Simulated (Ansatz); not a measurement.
`C=C[SiH2][SiH2]F` + HCl → `C=C[SiH2]Cl` + `F[SiH3]` at 500 K and 1 bar (cleavage of the Si–Si bond).

Program: Ansatz. Geometries: PBE0-D4/def2-TZVP. ΔE: electronic, gas phase. CBS: MP2 limit from def2 TZ/QZ plus the TZ coupled-cluster correction, frozen cores. This one scheme is used for every species. Each species was taken in one conformer, which may not be the lowest.

| species | CCSD(T)/CBS energy (Eh) | H − E (kJ/mol) | S (J/(mol·K)) |
| --- | --- | --- | --- |
| `C=C[SiH2][SiH2]F` | -758.29856 | 261.8 | 447.7 |
| HCl | -460.38127 | 32.5 | 201.9 |
| `C=C[SiH2]Cl` | -827.99751 | 199.4 | 373.3 |
| `F[SiH3]` | -390.72345 | 94.1 | 267.5 |

H − E and S are ideal-gas, rigid-rotor, harmonic terms from PBE0-D4/def2-TZVP, for one conformer and one mirror image of each species. 1 Eh = 2625.50 kJ/mol, R = 8.31446 J/(mol·K).

Q: By hand: ΔE, ΔH, ΔS and ΔG.

A: ΔE = (-827.99751) + (-390.72345) − (-758.29856) − (-460.38127) = -0.04113 Eh = -108.0 kJ/mol. Δ(H − E) = 199.4 + 94.1 − 261.8 − 32.5 = -0.8, so ΔH = -108.8 kJ/mol. ΔS = 373.3 + 267.5 − 447.7 − 201.9 = -8.8 J/(mol·K). ΔG = -108.8 − 500 × (-8.8)/1000 = -104.4 kJ/mol.

Q: By hand: the equilibrium constant, and the temperature at which ΔG would vanish if ΔH and ΔS stayed fixed.

A: log₁₀ K = −ΔG/(RT ln 10) = 10.9. ΔG = 0 at ΔH/ΔS = 12364 K, far beyond where these terms or the molecules hold.

The number of gas molecules stays the same, so ΔS is small and ΔH decides. A doubt of 5 kJ/mol in ΔE shifts log₁₀ K by 0.5 here. Other conformers and mirror images would add mixing entropy, several J/(mol·K) or more a flexible species. Modes under 60 cm⁻¹, often nearly free rotors, make the harmonic entropy too high. These are equilibria of isolated gas molecules and say nothing of rates. Largest T1 diagnostic: 0.012 (customary marks: 0.02 for closed shells, 0.045 for open ones).
